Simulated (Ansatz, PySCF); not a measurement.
Molecule: SnF₃, charge 0, multiplicity 2. It need not be the lowest isomer of its formula. 
Geometry from a B3LYP-D3(BJ)/def2-TZVP (Ansatz, a quantum-chemistry and plane-wave program) optimisation:
```xyz
4

Sn    -0.1353    -0.2000    -0.1024
F     -1.1552     1.4321    -0.0264
F      0.4520    -0.5390     1.7003
F      1.4550     0.2183    -1.1051
```
Charge 0, spin multiplicity 2.

Dipole moments at this geometry, in debye (magnitudes).

```tsv
level	program	dipole (D)
PBE/def2-TZVPD	Ansatz	2.91
B97M-V/def2-TZVPD	Ansatz	3.03
B3LYP/def2-TZVPD	Ansatz	3.19
M06-2X/def2-TZVPD	PySCF	3.39
HSE06/def2-TZVPD	Ansatz	3.18
CCSD(T)/def2-SVPD	Ansatz	…
```

**Question.** Complete the blanks.

**Answer.** 
- CCSD(T)/def2-SVPD, dipole (D): 3.39
